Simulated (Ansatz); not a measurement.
`BN(C)[SiH2]C` and `BN(C)[SiH2]Cl` differ in one atom or group.

Ansatz, PBE0-D4/def2-TZVP geometries, multiplicity 1. Each molecule was computed in one conformer, which needn't be the lowest.

```json
{"property": "size of the dipole moment (PBE/def2-TZVPP) / D", "`BN(C)[SiH2]C`": "2.08"}
{"property": "HOMO energy (PBE/def2-TZVPP) / eV", "`BN(C)[SiH2]C`": "-6.62"}
{"property": "HOMO–LUMO gap (PBE0/def2-TZVPP) / eV", "`BN(C)[SiH2]C`": "7.80"}
{"property": "ideal-gas entropy at 298 K and 1 bar (rigid rotor, harmonic PBE0-D4/def2-TZVP) / J/(mol·K)", "`BN(C)[SiH2]C`": "361"}
{"property": "size of the dipole moment (ωB97M-V/def2-TZVPP) / D", "`BN(C)[SiH2]C`": "1.93"}
{"property": "HOMO–LUMO gap (ωB97M-V/def2-TZVPP) / eV", "`BN(C)[SiH2]C`": "11.85"}
```

**Question.** Give the same properties after the change, and the shifts. (An estimate is asked.)

**Answer.** Computed: 
```tsv
property	`BN(C)[SiH2]Cl`	shift
size of the dipole moment (PBE/def2-TZVPP) / D	1.43	-0.65
HOMO energy (PBE/def2-TZVPP) / eV	-7.15	-0.53
HOMO–LUMO gap (PBE0/def2-TZVPP) / eV	8.01	0.21
ideal-gas entropy at 298 K and 1 bar (rigid rotor, harmonic PBE0-D4/def2-TZVP) / J/(mol·K)	354	-7
size of the dipole moment (ωB97M-V/def2-TZVPP) / D	1.42	-0.51
HOMO–LUMO gap (ωB97M-V/def2-TZVPP) / eV	12.13	0.28
```

With PBE0 the HOMO falls by 0.56 eV and the LUMO falls by 0.35 eV, so the gap widens by about 0.21 eV. PBE moves the HOMO by -0.53 eV and ωB97M-V by -0.58 eV. The zero-point energy changes by -90.8 kJ/mol with -9 modes. Dipoles are sizes alone; their direction can turn. Modes under 60 cm⁻¹, often nearly free rotors, make the harmonic entropy too high.
